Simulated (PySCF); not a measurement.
Sn(H)2(Et)(NH2) (C₂H₉NSn), SMILES C[CH2][SnH2][NH2]. Coordinates come from a PBE-D3(BJ)/def2-SVP optimisation. The structure was generated by enumeration; whether it is a known compound was not checked. The def2 effective core potentials stand for the cores of Sn; spin–orbit coupling is left out. The values are those of a single conformer.

Computed equilibrium geometry at PBE-D3(BJ)/def2-SVP (PySCF confirms it by a frequency run) as a Z-matrix (one conformer of several):
```
C
H 1 1.1093
H 1 1.1094 2 107.08
C 1 1.5303 2 112.09 3 122.30
H 4 1.1096 1 111.19 2 177.33
H 4 1.1105 5 107.42 1 122.85
H 4 1.1111 5 107.45 6 114.70
Sn 1 2.1798 2 108.35 3 -113.80
H 8 1.7329 1 113.51 2 85.36
H 8 1.7468 9 109.83 1 125.63
N 8 2.0853 9 105.13 10 122.33
H 11 1.0299 8 110.34 9 -44.41
H 11 1.0301 12 105.31 8 119.13
```
Charge 0, spin multiplicity 1.
